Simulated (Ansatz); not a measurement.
Gas-phase electronic energies from Ansatz, PBE0-D4/def2-TZVP geometries. CCSD(T)/CBS adds triple-zeta CCSD(T) − MP2 to the extrapolated MP2 energy (def2 sets, frozen cores). Functionals use def2-TZVPP. Open shells (•) are unrestricted, without spin–orbit coupling. For Ga outer-core shells are correlated without core-valence functions, which leaves a few kJ/mol of doubt a bond. Scalar relativity is left out up to krypton. One conformer a species, not always the lowest.

Reaction (homolysis of the Ga–O bond): `CC(C)[O][Ga]([SH])[CH](C)C` → `C[CH](C)[Ga][SH]`• + `CC(C)[O]`•

```json
{"level": "revPBE-D4", "ΔE (kcal/mol)": "86.3", "difference from CCSD(T)/CBS": "-13.7"}
{"level": "BLYP-D4", "ΔE (kcal/mol)": "86.3", "difference from CCSD(T)/CBS": "-13.7"}
{"level": "r2SCAN0-D4", "ΔE (kcal/mol)": "87.7", "difference from CCSD(T)/CBS": "-12.3"}
{"level": "CAM-B3LYP-D4", "ΔE (kcal/mol)": "92.4", "difference from CCSD(T)/CBS": "-7.6"}
{"level": "revPBE", "ΔE (kcal/mol)": "78.4", "difference from CCSD(T)/CBS": "-21.6"}
{"level": "PBE0", "ΔE (kcal/mol)": "86.1", "difference from CCSD(T)/CBS": "-13.9"}
{"level": "r2SCANh", "ΔE (kcal/mol)": "86.4", "difference from CCSD(T)/CBS": "-13.6"}
{"level": "CAM-B3LYP", "ΔE (kcal/mol)": "88.7", "difference from CCSD(T)/CBS": "-11.3"}
{"level": "RPA@PBE/def2-TZVPP", "ΔE (kcal/mol)": "92.7", "difference from CCSD(T)/CBS": "-7.3"}
{"level": "HF/def2-TZVPP", "ΔE (kcal/mol)": "62.3", "difference from CCSD(T)/CBS": "-37.7"}
{"level": "MP2/def2-TZVPP", "ΔE (kcal/mol)": "107.2", "difference from CCSD(T)/CBS": "7.2"}
{"level": "SCS-MP2/def2-TZVPP", "ΔE (kcal/mol)": "103.4", "difference from CCSD(T)/CBS": "3.4"}
{"level": "MP2/def2-QZVPP", "ΔE (kcal/mol)": "108.8", "difference from CCSD(T)/CBS": "8.8"}
{"level": "SCS-MP2/def2-QZVPP", "ΔE (kcal/mol)": "105.1", "difference from CCSD(T)/CBS": "5.1"}
{"level": "HF/CBS(def2)", "ΔE (kcal/mol)": "62.4", "difference from CCSD(T)/CBS": "-37.6"}
{"level": "MP2/CBS(def2)", "ΔE (kcal/mol)": "109.9", "difference from CCSD(T)/CBS": "9.9"}
{"level": "CCSD(T)/CBS", "ΔE (kcal/mol)": "100.0", "difference from CCSD(T)/CBS": "0"}
```

Largest T1 diagnostic among the species: 0.017.

From r2SCAN to r2SCAN0 (25 % exact exchange), in def2-TZVPP and without D4, ΔE moves by −0.7 kcal/mol: exact exchange takes away binding that semilocal exchange gives to molecules. In def2-TZVPP, CCSD(T) changes the Hartree–Fock value by +35.1 kcal/mol (the triples alone add +2.9 kcal/mol) and MP2 by +45.0 kcal/mol; breaking electron pairs costs correlation energy, which Hartree–Fock lacks.
